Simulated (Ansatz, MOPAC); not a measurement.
Potential energy curve for SMILES B (H3B). The B1–H4 bond (B1 also carries H, H; H4 carries nothing else) is pulled apart rigidly from the PBE0/def2-TZVP optimised geometry. Each curve is given relative to its own lowest point near equilibrium.

```tsv
R / Å	A	B	C
0.89	2.108	2.117	1.268
0.97	0.995	1.004	0.586
1.00	0.712	0.721	0.407
1.08	0.223	0.229	0.101
1.12	0.092	0.096	0.028
1.16	0.021	0.023	0.000
1.19	0.000	0.000	0.006
1.22	0.003	0.001	0.032
1.25	0.027	0.022	0.076
1.31	0.125	0.115	0.212
1.39	0.337	0.317	0.472
1.49	0.685	0.649	0.890
1.59	1.084	1.029	1.371
1.77	1.850	1.745	2.304
1.95	2.600	2.425	3.229
2.14	3.328	3.055	4.124
2.39	4.157	3.717	5.125
2.63	4.809	—	5.890
2.93	5.440	—	6.608
3.17	5.811	—	7.033
3.62	6.228	—	7.582
4.18	6.315	—	7.995
```

Energies in eV.

### Question
Match the curves with the methods PM7, restricted, heats of formation in MOPAC 23.2.5; Ansatz (an electronic-structure program) with CCSD on RHF/def2-SVP, frozen core; MP2 on RHF/def2-SVP, frozen core run with Ansatz.

### Answer
A is RMP2; B is RCCSD; C is PM7.

Dashes: no converged value, or the column stops at the first point that the program doubted or that broke a chosen test of continuity, which isn't proof of a fault.

The restricted form behind PM7, RMP2 keeps the bonding electrons paired and can't separate into open-shell fragments. The T1 diagnostic of CCSD on the restricted reference of RMP2, RCCSD exceeds 0.045 at 2.63 to 4.18 Å.
